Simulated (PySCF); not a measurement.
C3H6FNSi, SMILES F[Si@H]1C=CCN1.

Geometry optimised at PBE0-D3(BJ)/def2-SVP. The structure was generated by enumeration; whether it is a known compound was not checked. The values are those of a single conformer.

The numbers are results of TDDFT-PBE/def2-SVPD (PySCF), not measurements.

Vertical excitations. 

| state | energy (eV) | λ (nm) | f | main pairs |
|---|---|---|---|---|
| S1 | 4.69 | 265 | 0.026 | HOMO→LUMO 99 % |
| S2 | 5.85 | 212 | 0.001 | HOMO→LUMO+1 99 % |
| S3 | 6.31 | 197 | 0.011 | HOMO−2→LUMO 90 % |
| S4 | 6.36 | 195 | 0.017 | HOMO→LUMO+2 96 % |
| S5 | 6.61 | 188 | 0.018 | HOMO→LUMO+3 58 %, HOMO−1→LUMO 29 % |
| S6 | 6.70 | 185 | 0.066 | HOMO−1→LUMO+1 50 %, HOMO→LUMO+3 28 %, HOMO−1→LUMO 14 % |
| S7 | 6.76 | 184 | 0.069 | HOMO−1→LUMO+1 47 %, HOMO−1→LUMO 26 %, HOMO→LUMO+3 11 % |
| S8 | 6.92 | 179 | 0.002 | HOMO→LUMO+4 99 % |
| S9 | 7.17 | 173 | 0.004 | HOMO−3→LUMO 80 %, HOMO−1→LUMO+2 16 % |
| S10 | 7.21 | 172 | 0.037 | HOMO→LUMO+5 82 % |
| T1 | 4.34 | 286 | 0 | HOMO→LUMO 72 %, HOMO−1→LUMO 27 % |
| T2 | 4.43 | 280 | 0 | HOMO−1→LUMO 71 %, HOMO→LUMO 27 % |
| T3 | 5.68 | 218 | 0 | HOMO→LUMO+1 99 % |
| T4 | 5.88 | 211 | 0 | HOMO−2→LUMO 99 % |
Triplets are in the Tamm–Dancoff approximation, which puts them higher than full response would, so one can lie above its singlet here.
